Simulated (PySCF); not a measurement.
C3H5, SMILES C([CH2])=C (connectivity only; charge and spin as stated), charge +1, multiplicity 1.

The structure is a stationary point at PBE0-D3(BJ)/def2-TZVP. The multiplicity is an assumed one; other spin states were not compared. The isomer is the one that the SMILES or the coordinates give; other isomers of the formula were not compared.

These are PBE0-D3(BJ)/def2-TZVP in PySCF values and carry that method's errors.

Frequencies are harmonic and unscaled.

Q: Give all harmonic wavenumbers and intensities. (The exact figures need the calculation; the answer reports its results.)

A: 
```
mode  ν (cm⁻¹)  IR (km/mol)  moving atoms (share of kinetic energy)
----  --------  -----------  --------------------------------------
1          291         10.1                          H 74 %, C 26 %
2          441          0.2                          C 53 %, H 47 %
3          624          0.0                                 H 100 %
4          950          2.1                          H 87 %, C 13 %
5         1045         38.6                          H 87 %, C 13 %
6         1059          1.5                          H 55 %, C 45 %
7         1159         21.3                          H 67 %, C 33 %
8         1161          0.0                          H 74 %, C 26 %
9         1299         41.4                          H 79 %, C 21 %
10        1320          5.0                          C 56 %, H 44 %
11        1445        102.1                          H 82 %, C 18 %
12        1551         12.7                          H 67 %, C 33 %
13        1626        208.1                          C 76 %, H 24 %
14        3148          1.6                                  H 95 %
15        3150         10.0                                  H 94 %
16        3214          5.7                           H 91 %, C 9 %
17        3254         10.4                          H 89 %, C 11 %
18        3257         25.8                          H 89 %, C 11 %
```
